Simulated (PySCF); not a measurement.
fluorine atom (F), doublet; PySCF with MP2/def2-SVP.

The PySCF input:
```python
from pyscf import gto, scf, mp

mol = gto.Mole()
mol.atom = '''
    F     0.00000000    0.00000000    0.00000000
'''
mol.basis = 'def2-svp'
mol.spin = 1
mol.verbose = 4
mol.build()

mf = scf.UHF(mol)
mf.kernel()

pt = mp.MP2(mf)
pt.kernel()
print('E(MP2) = %.10f' % pt.e_tot)
mf.analyze()
```

The log (banner, timings and long lists left out):

```
PySCF version 2.14.0

[INPUT] verbose = 4
[INPUT] num. atoms = 1
[INPUT] num. electrons = 9
[INPUT] charge = 0
[INPUT] spin (= nelec alpha-beta = 2S) = 1
[INPUT] symmetry False subgroup None
[INPUT] Mole.unit = angstrom
[INPUT] Symbol           X                Y                Z      unit          X                Y                Z       unit  Magmom
[INPUT]  1 F      0.000000000000   0.000000000000   0.000000000000 AA    0.000000000000   0.000000000000   0.000000000000 Bohr   0.0

nuclear repulsion = 0
number of shells = 6
number of NR pGTOs = 24
number of NR cGTOs = 14
basis = def2-svp
ecp = {}

******** <class 'pyscf.scf.uhf.UHF'> ********
method = UHF
initial guess = minao
damping factor = 0
level_shift factor = 0
DIIS = <class 'pyscf.scf.diis.CDIIS'>
diis_start_cycle = 1
diis_space = 8
diis_damp = 0
SCF conv_tol = 1e-09
SCF conv_tol_grad = None
SCF max_cycles = 50
direct_scf = True
direct_scf_tol = 1e-13
number electrons alpha = 5  beta = 4
Set gradient conv threshold to 3.16228e-05
init E= -98.9113963755293

cycle= 1 E= -99.2771061750345  delta_E= -0.366  |g|= 0.142  |ddm|= 0.626
cycle= 2 E= -99.2833545565853  delta_E= -0.00625  |g|= 0.0407  |ddm|= 0.0751
cycle= 3 E= -99.283944263085  delta_E= -0.00059  |g|= 0.0139  |ddm|= 0.0321
cycle= 4 E= -99.2840385389222  delta_E= -9.43e-05  |g|= 0.0038  |ddm|= 0.0105
cycle= 5 E= -99.2840509034337  delta_E= -1.24e-05  |g|= 0.000578  |ddm|= 0.00554
cycle= 6 E= -99.2840511882177  delta_E= -2.85e-07  |g|= 0.000123  |ddm|= 0.000778
cycle= 7 E= -99.2840512005925  delta_E= -1.24e-08  |g|= 6.36e-06  |ddm|= 0.000169
cycle= 8 E= -99.2840512006129  delta_E= -2.04e-11  |g|= 2.18e-07  |ddm|= 7.51e-06
Extra cycle  E= -99.284051200613  delta_E= -2.84e-14  |g|= 5.8e-08  |ddm|= 1.61e-07
converged SCF energy = -99.284051200613  <S^2> = 0.75241327  2S+1 = 2.0024118

******** <class 'pyscf.mp.ump2.UMP2'> ********
nocc = (np.int64(5), np.int64(4)), nmo = (14, 14)
E(UMP2) = -99.4241973864236  E_corr = -0.140146185810594
E(SCS-UMP2) = -99.4210242861675  E_corr = -0.136973085554544
E_corr(same-spin) = -0.0360026970209633
E_corr(oppo-spin) = -0.104143488789631
E(MP2) = -99.4241973864
**** SCF Summaries ****
Total Energy =                         -99.284051200612964
Nuclear Repulsion Energy =               0.000000000000000
One-electron Energy =                 -139.137050063168715
Two-electron Energy =                   39.852998862555744
Two-electron Coulomb Energy =           49.890341984278557
DFT Exchange-Correlation Energy =      -10.037343121722813
**** MO energy ****
                             alpha | beta                alpha | beta
MO #1   energy= -26.3920942360001  | -26.3425661556538  occ= 1 | 1
MO #2   energy= -1.63167229856976  | -1.44025201687058  occ= 1 | 1
MO #3   energy= -0.833078187193343 | -0.672417420567218 occ= 1 | 1
MO #4   energy= -0.723277567897559 | -0.672417420567215 occ= 1 | 1
MO #5   energy= -0.723277567897558 | 0.0837358633986005 occ= 1 | 0
MO #6   energy= 1.27476639579013   | 1.32736688407205   occ= 0 | 0
MO #7   energy= 1.31799164471241   | 1.4104724765638    occ= 0 | 0
MO #8   energy= 1.38589397502713   | 1.4104724765638    occ= 0 | 0
MO #9   energy= 1.38589397502713   | 1.54157000064439   occ= 0 | 0
MO #10  energy= 3.31234641566214   | 3.42399521898083   occ= 0 | 0
MO #11  energy= 3.33524889044036   | 3.42399521898083   occ= 0 | 0
MO #12  energy= 3.33524889044036   | 3.46680057404231   occ= 0 | 0
MO #13  energy= 3.40816494781401   | 3.46680057404231   occ= 0 | 0

To work with the spin densities directly, `use mulliken_meta_spin()` only printing them here.

 ** Mulliken spin pop alpha/beta on meta-lowdin orthogonal AOs **
 ** Mulliken Spin Density (per AO)  **
spin_pop of  0 F 1s       -0.00000
spin_pop of  0 F 2s        0.00073
spin_pop of  0 F 3s       -0.00062
spin_pop of  0 F 2px       0.04963
spin_pop of  0 F 2py       0.02567
spin_pop of  0 F 2pz       0.92287
spin_pop of  0 F 3px       0.00029
spin_pop of  0 F 3py       0.00026
spin_pop of  0 F 3pz       0.00128
spin_pop of  0 F 3dxy     -0.00000
spin_pop of  0 F 3dyz     -0.00001
spin_pop of  0 F 3dz^2    -0.00009
spin_pop of  0 F 3dxz     -0.00002
spin_pop of  0 F 3dx2-y2   -0.00000
 ** Mulliken Spin Density (per atom)  **
spin density of  0 F =      1.00000
 ** Mulliken pop alpha/beta on meta-lowdin orthogonal AOs **
 ** Mulliken pop       alpha | beta **
pop of  0 F 1s        1.00000 | 1.00000
pop of  0 F 2s        0.99968 | 0.99895
pop of  0 F 3s        0.00001 | 0.00063
pop of  0 F 2px       0.99971 | 0.95008
pop of  0 F 2py       0.99974 | 0.97407
pop of  0 F 2pz       0.99872 | 0.07585
pop of  0 F 3px       0.00029 | 0.00000
pop of  0 F 3py       0.00026 | 0.00000
pop of  0 F 3pz       0.00128 | 0.00000
pop of  0 F 3dxy      0.00000 | 0.00000
pop of  0 F 3dyz      0.00002 | 0.00003
pop of  0 F 3dz^2     0.00024 | 0.00033
pop of  0 F 3dxz      0.00004 | 0.00006
pop of  0 F 3dx2-y2    0.00000 | 0.00000
In total             5.00000 | 4.00000
 ** Mulliken atomic charges   ( Nelec_alpha | Nelec_beta ) **
charge of  0F =     -0.00000  (     5.00000      4.00000 )
Dipole moment(X, Y, Z, Debye):  0.00000,  0.00000, -0.00000
```
